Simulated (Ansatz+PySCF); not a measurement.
Values are calculated unless marked as measured or tabulated.
This PySCF input gave a total energy of -241.70420 hartree.

```python
from pyscf import gto, scf, mp

mol = gto.M(atom="""
B 1.427960 -0.030410 0.035490
N 0.669770 1.248050 -0.022390
B -0.732890 1.209230 0.023800
N -1.429050 0.011070 -0.043870
B -0.694180 -1.250750 -0.040930
N 0.695630 -1.201010 -0.045850
H 2.664350 0.014730 -0.046970
H 1.250140 2.093340 -0.029180
H -1.342410 2.263200 0.030750
H -2.439280 -0.014440 0.043430
H -1.358580 -2.311160 -0.037740
H 1.172600 -2.114980 -0.027120
""", basis='def2-svp', charge=0, spin=0)
mf = scf.RHF(mol)
mf.kernel()
pt = mp.MP2(mf, frozen=6).run()
print(mf.e_tot, pt.e_corr, pt.e_tot)
```

(1) Write an input for Ansatz with the same method and basis set.

Answers

(1)

```yaml
crystal:
  periodic: [false, false, false]
  atoms:
    - { symbol: B, position_ang: [1.42796, -0.03041, 0.03549] }
    - { symbol: "N", position_ang: [0.66977, 1.24805, -0.02239] }
    - { symbol: B, position_ang: [-0.73289, 1.20923, 0.0238] }
    - { symbol: "N", position_ang: [-1.42905, 0.01107, -0.04387] }
    - { symbol: B, position_ang: [-0.69418, -1.25075, -0.04093] }
    - { symbol: "N", position_ang: [0.69563, -1.20101, -0.04585] }
    - { symbol: H, position_ang: [2.66435, 0.01473, -0.04697] }
    - { symbol: H, position_ang: [1.25014, 2.09334, -0.02918] }
    - { symbol: H, position_ang: [-1.34241, 2.2632, 0.03075] }
    - { symbol: H, position_ang: [-2.43928, -0.01444, 0.04343] }
    - { symbol: H, position_ang: [-1.35858, -2.31116, -0.03774] }
    - { symbol: H, position_ang: [1.1726, -2.11498, -0.02712] }
basis:
  gaussian: { orbitals: def2-SVP }
hamiltonian:
  xc: hf
correlation:
  method: mp2
  frozen_orbitals: { B: 1, H: 0, "N": 1 }
scf:
  omitted_lower_state_checks: [stability, starts, atomic_configurations, cluster_reference, orbital_swaps, given_window_search, neighbouring_geometries, increment]
```

Ansatz (development build ahead of 0.2.0) gave -241.70420 hartree, 0.19 meV from the first.
